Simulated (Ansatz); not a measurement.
Ansatz (a first-principles code) input (MP2/STO-3G):

Ansatz 0.2 input:
```yaml
crystal:
  periodic: [false, false, false]
  atoms:
    - {symbol: O, position_ang: [-1.40624800, -0.90498400, 0.18951500]}
    - {symbol: B, position_ang: [-0.50228900, 0.10911800, 0.10194900]}
    - {symbol: O, position_ang: [-0.95321800, 1.39468400, 0.25858300]}
    - {symbol: Si, position_ang: [1.40401100, -0.35401200, -0.33604200]}
    - {symbol: H, position_ang: [-2.30303900, -0.59219100, 0.36881800]}
    - {symbol: H, position_ang: [-0.27625400, 2.07435600, 0.20327700]}
    - {symbol: H, position_ang: [1.90568000, -1.68879000, 0.06221600]}
    - {symbol: H, position_ang: [2.40462800, 0.69960600, -0.02425400]}
basis:
  gaussian:
    orbitals: STO-3G
magnetization: {spin_polarized: true, initial_magnetization: 1}
correlation: {method: mp2, electrons: outside_noble_gas}
```

Output:

```
Functional definition: HF
integrals: 0.00 GiB planned
360 factors; integrals over basis functions are off by at most 6.8e-5 eV
mean field: 0.07 GiB planned
mean field evaluation 1: about -12515.3447 eV, gradient 1.8e1 eV
mean field evaluation 2: about -12515.4433 eV, gradient 1.8e1 eV
mean field evaluation 4: about -12517.9109 eV, gradient 1.4e0 eV
mean field evaluation 8: about -12517.9475 eV, gradient 1.4e-4 eV
mean field -12517.94583661 eV, -460.0260245269 hartree, gradient 2.0e-6 eV, S^2 0.757170; 0 other end points of the search recorded, 0 dependent functions left out
8 core orbitals not correlated
reference -12517.94583661 eV, -460.0260245269 hartree; 12, 11 occupied and 8, 9 virtual orbitals, 360 factors
second order -4.00817777 eV of doubles, -0.00000000 eV of singles
Total energy: -12521.95401437 eV, -460.1733223430 hartree
```

The geometry given is a B3LYP-D3(BJ)/def2-TZVP minimum.
